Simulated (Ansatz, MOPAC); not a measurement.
Bond stretch in GaC (cation, charge +1), lowest singlet found (which spin is the ground state isn't settled by this scan).

Methods: PM7, restricted, heats of formation (MOPAC); FCI = full CI/aug-cc-pVDZ, cores with 3d frozen (Ansatz, a quantum-chemistry and plane-wave program).

Energies relative to the lowest point of each curve between 2.66 and 3.50 Å, where full CI is lowest, in kcal/mol; the last columns give the difference from FCI:

| R / Å | PM7 | FCI | PM7 − FCI |
|---|---|---|---|
| 2.66 | 3.7 | 0.5 | 3.1 |
| 2.89 | 4.8 | 0.0 | 4.8 |
| 3.14 | 5.2 | 1.1 | 4.1 |
| 3.50 | 0.0 | 3.6 | -3.6 |
| 3.90 | 1.8 | 6.1 | -4.3 |
| 4.38 | 2.9 | 8.3 | -5.4 |
| 4.91 | 3.6 | 9.7 | -6.1 |
| 5.76 | 4.2 | 10.8 | -6.6 |
| 6.68 | 4.4 | 11.4 | -6.9 |

PM7 is furthest from FCI at 6.68 (-6.9 kcal/mol, below); its mean absolute difference over the points is 5.0 kcal/mol.

The scan ran from 1.43 to 6.68 Å; beyond the distances shown full CI changes its symmetry label. The restricted form behind PM7 keeps the bonding electrons paired and can't separate into open-shell fragments.
